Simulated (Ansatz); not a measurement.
Correlation energies of C3H10BN, SMILES `CC(C)BN` by basis set

```tsv
atom	x (Å)	y (Å)	z (Å)
C1	0.9252	0.6214	-1.2171
C2	0.1647	-0.2890	-0.2522
C3	1.1336	-0.9495	0.7294
B4	-0.9281	0.5344	0.5301
N5	-2.2842	0.2407	0.4428
H6	1.4176	1.4358	-0.6768
H7	1.7011	0.0668	-1.7551
H8	0.2635	1.0734	-1.9609
H9	-0.3178	-1.0824	-0.8407
H10	0.6237	-1.6425	1.4041
H11	1.9105	-1.5111	0.2003
H12	1.6341	-0.1975	1.3472
H13	-0.6027	1.4542	1.2351
H14	-2.9938	0.7547	0.9356
H15	-2.6474	-0.5095	-0.1218
```

Charge 0, multiplicity 1. Geometry: relaxed with PBE0-D4/def2-TZVP. It is one conformer, not always the lowest. Frozen core, restricted reference, the Gaussian-basis code of Ansatz. CBS rows extrapolate triple and quadruple zeta; past MP2 they add the triple-zeta difference.

```
     basis     HF (Eh)  MP2 corr.  CCSD corr.       (T)  CCSD(T) total
  def2-SVP  -198.46564   -0.69478    -0.75937  -0.02197     -199.24698
def2-TZVPP  -198.68550   -0.85048    -0.90350  -0.03480     -199.62380
def2-QZVPP  -198.69518   -0.90490           –         –              –
 CBS(def2)  -198.69651   -0.94522    -0.99824     as TZ     -199.72955
```
